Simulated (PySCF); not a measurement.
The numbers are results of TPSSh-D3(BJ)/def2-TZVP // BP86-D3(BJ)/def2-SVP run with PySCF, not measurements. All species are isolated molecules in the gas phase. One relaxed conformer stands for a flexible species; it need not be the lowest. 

Reference species: [Cd(NH2)2] (neutral, multiplicity 1).

| Item | Result |
|---|---|
| coordination number | 2 |
| HOMO | -5.95 eV |

Changed species: [Cd(Cl)(NH2)] (1 of 2 Cl replaced by NH2; the reference has 2 of 2 Cl replaced by NH2).

Task: Predict the effect on the coordination number and HOMO.

Result: the coordination number is nearly the same; the HOMO drops by 0.82 eV, to -6.77 eV.
